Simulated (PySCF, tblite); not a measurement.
C7H16NP.
Atom-mapped SMILES: `[CH3:1][NH:2][P:3]1[CH2:4][C@@H:5]1[C:6]([CH3:7])([CH3:8])[CH3:9]` (hydrogens: H10, H11, H12 on C1; H13 on N2; H14, H15 on C4; H16 on C5; H17, H18, H19 on C7; H20, H21, H22 on C8; H23, H24, H25 on C9)

Structure used (GFN2-xTB), in Å, numbered top down from 1:
```xyz
25
C7H16NP angstrom
C      3.3658    0.5584    0.3287
N      2.6769   -0.0700   -0.7891
P      1.1835    0.6653   -1.2838
C      0.2635   -0.9018   -1.6188
C      0.0843   -0.3837   -0.2206
C     -1.2448    0.1287    0.3072
C     -2.0037    0.9334   -0.7477
C     -2.0899   -1.0726    0.7468
C     -0.9614    1.0304    1.5126
H      3.8004    1.5360    0.0945
H      2.6531    0.6870    1.1433
H      4.1651   -0.1045    0.6644
H      3.3091   -0.1474   -1.5824
H      0.8611   -1.7946   -1.7449
H     -0.5704   -0.8292   -2.3023
H      0.6447   -0.9404    0.5271
H     -2.3454    0.2964   -1.5597
H     -2.8768    1.4050   -0.3015
H     -1.3624    1.7108   -1.1600
H     -3.0593   -0.7413    1.1129
H     -2.2485   -1.7506   -0.0889
H     -1.5915   -1.6217    1.5428
H     -0.4107    0.4870    2.2780
H     -1.8889    1.3934    1.9493
H     -0.3647    1.8863    1.2013
```

Jobs on this species (25 atoms, 80 electrons) with PySCF (density fitting) and tblite. Hardware of each: an Arm Neoverse V1 with one thread, shared host. Other jobs ran on the host; a repeat could differ by tens of per cent or more.

| level and settings | work | basis functions | SCF cycles | wall time |
| --- | --- | --- | --- | --- |
| PBE0/pcSseg-1 | shieldings, ring-centre shieldings, charges and field gradients | 240 | ? | ? |
| GFN2-xTB | Hessian by finite differences | – | – | 1.3 s |
| GFN2-xTB | L-BFGS relaxation | – | – | 1.1 s |

**Question.** Fill in the missing figures.

**Answer.** 
- PBE0/pcSseg-1; shieldings, ring-centre shieldings, charges and field gradients: 57 s, 14 SCF cycles

**Question.** What do all jobs in the table cost together?

**Answer.** About 59 s; the longest takes about 96 % of that, and about 52 times as long as the shortest.
